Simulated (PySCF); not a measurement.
**A basis-limit estimate, worked out**

An elementary step of BH3OF2, closed shell (BHF₂ ([F][BH][F]) + H₂O → BHOF₂ ([OH][B]([F])[F]) + H₂; B–H, H–O broken or loosened, B–O, H–H formed or tightened). “Start” and “end” are the PBE0-D4/def2-TZVP structures reached by relaxing down either side of its saddle point, with the molecules still in contact.

Computed with PySCF 2.14 with density fitting (its default auxiliary sets; JK sets also for MP2 and CCSD(T)) (basis: def2-TZVPP and def2-QZVPP); correlated methods freeze the cores.

Energies in eV:

| quantity | end | start |
| --- | --- | --- |
| Hartree–Fock, triple zeta (X = 3) | -8176.15356 | -8175.14987 |
| Hartree–Fock, quadruple zeta (X = 4) | -8176.54218 | -8175.51725 |
| MP2 correlation, X = 3 | -23.36754 | -23.55534 |
| MP2 correlation, X = 4 | -25.49300 | -25.69119 |
| CCSD(T) correlation, X = 3 | -24.43431 | -24.63480 |

Task: Work out the step energy at the basis limit: extrapolate Hartree–Fock as E(X) = E∞ + A exp(−7.88 √X) and the MP2 correlation as E(X) = E∞ + B X^−2.97 (the exponents that Neese and Valeev fitted for def2-TZVPP and QZVPP), then add CCSD(T) − MP2 in triple zeta.

Result: Each step is linear, so take the differences first (end − start): Hartree–Fock -1.00369 (X = 3) and -1.02493 (X = 4); MP2 correlation 0.18780 and 0.19819; CCSD(T) correlation 0.20049.
Two points give E∞ = E(4) + w [E(4) − E(3)], with w = 1/(exp(7.88 (2 − √3)) − 1) = 0.1377 for Hartree–Fock and w = 1/((4/3)^2.97 − 1) = 0.7407 for the correlation.
Hartree–Fock: -1.02493 + 0.1377 × (-0.02124) = -1.0279 eV.
MP2 correlation: 0.19819 + 0.7407 × 0.01039 = 0.2059 eV.
CCSD(T) − MP2: 0.20049 − 0.18780 = 0.0127 eV.
Sum: -1.0279 + 0.2059 + 0.0127 = -0.8093 eV, or -18.66 kcal/mol. Plain CCSD(T) in triple zeta gives -0.8032 eV, so the larger basis shifts the result by -0.0061 eV.

The T1 diagnostic stays at or below 0.013.

The step is the kind of ligand exchange by which a precursor binds to a hydroxyl group, or is hydrolysed, in atomic layer deposition of oxides.

Labels in which every atom is bracketed show which atoms are joined, not bond orders.

For scale, one of the runs: CCSD(T)/def2-TZVPP, 166 basis functions, launched by `OMP_NUM_THREADS=4 python run.py`. The run took 3.5 min on 4 CPU threads of an Arm Neoverse V1 (shared host), with 1.8 GiB of host memory at its peak.
